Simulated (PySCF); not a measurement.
ZnH2, SMILES [ZnH2]. Atoms are numbered in the order given.

```xyz
3

Zn     0.0000     0.0000     0.0000
H      0.0000     0.0000    -1.5317
H      0.0000     0.0000     1.5317
```
Charge 0, spin multiplicity 1.

The structure is a stationary point at r2SCAN-D4/def2-TZVPD. The isomer is the one that the SMILES or the coordinates give; other isomers of the formula were not compared.

Calculation: TDDFT-PBE0/def2-TZVPD in PySCF 2.14.0.

Vertical excitations; the highest root listed may be one member of a degenerate set. Gas-phase values at a fixed geometry. State labels are in the subgroup D2h.

Computed excitation energies, oscillator strengths and character:
```tsv
state	symmetry	energy (eV)	λ (nm)	f	main pairs
S1	B2g	5.90	210	0.000	HOMO→LUMO+1 (degenerate set)
S2	B3g	5.90	210	0.000	HOMO→LUMO (degenerate set)
S3	B3u	8.08	153	0.337	HOMO−1→LUMO+1 (degenerate set)
S4	B2u	8.08	153	0.337	HOMO−1→LUMO (degenerate set)
S5	Ag	8.13	152	0.000	HOMO→LUMO+2 99 %
S6	B2g	8.62	144	0.000	HOMO→LUMO+5 (degenerate set)
S7	B3g	8.62	144	0.000	HOMO→LUMO+4 (degenerate set)
S8	B1u	8.67	143	0.427	HOMO→LUMO+6 97 %
S9	B1u	8.84	140	0.594	HOMO→LUMO+3 92 %
S10	Ag	9.67	128	0.000	HOMO−1→LUMO+3 97 %
T1	B2g	5.45	228	0	HOMO→LUMO+1 (degenerate set)
T2	B3g	5.45	228	0	HOMO→LUMO (degenerate set)
T3	B1u	6.42	193	0	HOMO→LUMO+3 95 %
T4	B3u	6.74	184	0	HOMO−1→LUMO+1 93 %
```
Triplets are in the Tamm–Dancoff approximation, which puts them higher than full response would, so one can lie above its singlet here.
